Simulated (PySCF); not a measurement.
Match each property card to its molecule.

Structures:
1. `F[C@@H]1SC[C@H]1C(F)(F)F`
2. `CC1=CC1`
3. `O=CCB(Cl)Cl`
4. `[H][Sb]([H])[CH3]`

Card P (geometry PBE0-D3(BJ)/def2-SVP):
- Rotational constants A, B, C: 20.714, 6.375, 5.204 GHz
- 13C chemical shifts (computed TMS as zero) by class (GIAO PBE0/pcSseg-1): 125.1 (1 C), 107.7 (1 C), 14.6 (1 C), 9.8 (1 C) ppm
- Largest of the computed one-bond spin–spin couplings (means over like bonds) (B3LYP/pcJ-1, spin–dipole term left out): 13C–1H +238.2, 13C–1H +172.3 (×2), 13C–1H +135.7 (×3), 13C–13C +69.3, 13C–13C +62.1, 13C–13C +12.7, 13C–13C +11.5 Hz
- HOMO energy (PBE0/pcSseg-1): -6.81 eV

Card Q (geometry PBE0-D3(BJ)/def2-SVP):
* Rotational constants A, B, C: 2.932, 1.425, 1.022 GHz
* Dipole moment (PBE0-D3(BJ)/def2-SVP): 2.17 D
* Point group: C1

Card R (geometry PBE0-D3(BJ)/def2-SVP):
* Rotational constants A, B, C: 55.486, 6.943, 6.928 GHz
* Static isotropic polarisability (B3LYP/def2-SVPD): 59.7 au
* HOMO energy (B3LYP/def2-SVPD): -6.87 eV
* Lowest triplet excitation (Tamm–Dancoff) (TDA B3LYP/def2-SVPD): 4.70 eV
* Dipole moment (B3LYP/def2-SVPD): 0.68 D
* Vertical ionisation energy (ΔSCF B3LYP/def2-SVPD): 9.33 eV

Card S (geometry GFN2-xTB):
* Rotational constants A, B, C: 2.288, 0.998, 0.826 GHz
* Static isotropic polarisability (PBE0/def2-SVPD): 67.8 au
* Dipole moment (PBE0/def2-SVPD): 1.42 D
* Strongest line among the 6 lowest singlet transitions (TDDFT PBE0/def2-SVPD): S5 at 7.11 eV (174 nm, f = 0.040)
* HOMO energy (PBE0/def2-SVPD): -7.35 eV
* Isotropic shieldings of nuclei other than C and H, by class (GIAO PBE0/pcSseg-1): 263 (3 F), 324 (1 F), 445 (1 S) ppm
* Lowest triplet excitation (Tamm–Dancoff) (TDA PBE0/def2-SVPD): 4.26 eV

Each SMILES stands for a single optimised conformer of the isolated species (atoms past krypton carry core potentials, spin–orbit coupling is left out). Electronic properties by PySCF. NMR classes are plain means over equivalent atoms (diastereotopic ones count apart unless rotation or inversion swaps them), as if these changed places fast.

Task: Which card belongs to which structure?

Result: P = 2, Q = 3, R = 4, S = 1. What ties each card to its structure:
- 1 (card S), C4H4F4S, monoisotopic mass 160.0 u, 9 heavy atoms: an asymmetric top with C = 0.826 GHz, the lowest such constant on the cards; polarisability 67.8 au for 80 electrons; dipole 1.42 D.
- 2 (card P), C4H6, monoisotopic mass 54.0 u, 4 heavy atoms: 4 C in 4 classes; the least shielded carbon (125.1 ppm) is a fully substituted alkene carbon; an asymmetric top with C = 5.204 GHz.
- 3 (card Q), C2H3BCl2O, monoisotopic mass 124.0 u, 6 heavy atoms: an asymmetric top with C = 1.022 GHz; dipole 2.17 D.
- 4 (card R), CH5Sb, monoisotopic mass 137.9 u, 2 heavy atoms: an asymmetric top with C = 6.928 GHz, the highest such constant on the cards; polarisability 59.7 au for 62 electrons; dipole 0.68 D.
